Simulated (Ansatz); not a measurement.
Basis-set extrapolation for `CCCCCC1CCCC1` (PBE0-D4/def2-TZVP geometry, frozen core, Ansatz 0.2.0). Multiplicity 1, RHF reference.

|  | def2-TZVPP | def2-QZVPP |
| --- | --- | --- |
| HF | -390.472398 | -390.490328 |
| MP2 correlation | -1.742874 | -1.849664 |
| CCSD(T) correlation | -1.918632 | not run |

Energies in hartree. Use E(X) = E(∞) + A·exp(−7.88·√X) for Hartree–Fock and E(X) = E(∞) + B·X^(−2.97) for correlation, with X = 3 and 4, and add CCSD(T) minus MP2 of the smaller set to the MP2 limit.

Question: What is the CCSD(T) energy at the basis-set limit?

Answer: HF limit: -390.490328 + (-0.017930) × 0.13774 = -390.49280. MP2 limit: -1.849664 + (-0.106790) × 0.74074 = -1.92877. Higher-order term: -1.918632 − (-1.742874) = -0.17576. Total: -392.59733 hartree, 5.61 eV below CCSD(T)/def2-TZVPP.
